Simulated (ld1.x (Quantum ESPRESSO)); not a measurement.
**What one change does to a pseudopotential (ytterbium (Yb), RRKJ)**

Yb, norm-conserving RRKJ (Kleinman–Bylander form), made with ld1.x (Quantum ESPRESSO) 7.5 (PBE, scalar-relativistic). Core [Xe] 4f13, reference 5d1 6s1.5 6p0.5. Waves: 6p (bound): rc 3.35 bohr; 5d (bound): rc 3.10 bohr; 6s (bound): rc 3.10 bohr. Local part: the s channel. Core correction: a·sin(br)/r model core inside 2.25 bohr. rho0 = 0.005.

Change: all radii but the core radius scaled by about 1.09 (s 3.38, p 3.66, d 3.38 bohr).

Cutoffs: the cutoffs (Ry, on a coarse ladder) from which the occupation-weighted sum of valence levels, in a spherical-Bessel basis at the reference potential, stays within 10 and 1 mRy of its value at 400 Ry; they do not see the model core or the augmentation charge, which bear on the density cutoff. Errors are all-electron minus pseudo energies relative to the spin-unpolarised reference configuration.

**Question.** What does the change do?

**Answer.** The potential gets softer (12 Ry and 18 Ry → 12 Ry and 15 Ry); of the 7 tests that both files solve, the error grows in 4 and shrinks in 1 by more than 15 % and 0.3 meV (median size 15.7 → 13.0 meV); neither file shows a bound ghost. A larger radius leaves more room for a smooth pseudo-wave, so fewer plane waves are needed.

```tsv
quantity	base	changed
cutoff, loose	12 Ry	12 Ry
cutoff, tight	18 Ry	15 Ry
bound ghosts	none	none
error for 5d1 6s2 6p0, meV [ΔE -1.64 eV]	-0.7	-1.6
error for 5d1 6s1 6p0, meV [ΔE 5.61 eV]	-4.8	-4.1
error for 5d1 6s0 6p0, meV [ΔE 18.72 eV]	-43	-53
error for 5d1 6s0 6p2, meV [ΔE 5.21 eV]	-18	-32
error for 5d1 6s1.5 6p0, meV [ΔE 1.30 eV]	-1.5	-1.6
error for 5d1 6s0 6p1, meV [ΔE 9.76 eV]	-16	-28
error for 5d2 6s1 6p0, meV [ΔE 1.18 eV]	-28	-13
```
